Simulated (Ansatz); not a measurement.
One change: `IB(I)I` becomes `[I][Al]([I])[I]`.

Ansatz, PBE0-D4/def2-TZVP geometries, multiplicity 1. 

Elements past krypton have def2 core potentials.

| property | `IB(I)I` |
| --- | --- |
| HOMO–LUMO gap (B3LYP/def2-TZVPP) / eV | 4.51 |
| HOMO energy (PBE/def2-TZVPP) / eV | -6.25 |
| size of the dipole moment (PBE/def2-TZVPP) / D | 0.00 |
| LUMO energy (B3LYP/def2-TZVPP) / eV | -2.61 |
| size of the dipole moment (ωB97M-V/def2-TZVPP) / D | 0.00 |
| LUMO energy (PBE/def2-TZVPP) / eV | -3.23 |

Problem. Give the same properties after the change, and the shifts. (Best estimate.)

Solution. Computed: 
| property | `[I][Al]([I])[I]` | shift |
| --- | --- | --- |
| HOMO–LUMO gap (B3LYP/def2-TZVPP) / eV | 5.34 | 0.83 |
| HOMO energy (PBE/def2-TZVPP) / eV | -6.61 | -0.36 |
| size of the dipole moment (PBE/def2-TZVPP) / D | 0.00 | 0.00 |
| LUMO energy (B3LYP/def2-TZVPP) / eV | -2.12 | 0.49 |
| size of the dipole moment (ωB97M-V/def2-TZVPP) / D | 0.00 | 0.00 |
| LUMO energy (PBE/def2-TZVPP) / eV | -2.66 | 0.57 |

With PBE0 the HOMO falls by 0.35 eV and the LUMO rises by 0.59 eV, so the gap widens by about 0.94 eV. PBE moves the HOMO by -0.36 eV and ωB97M-V by -0.34 eV.

B3LYP here is the variant with VWN-RPA as its local correlation; programs differ in this.

Spin–orbit coupling is left out; it splits and shifts lone-pair levels of the heavy atoms by tenths of an eV.
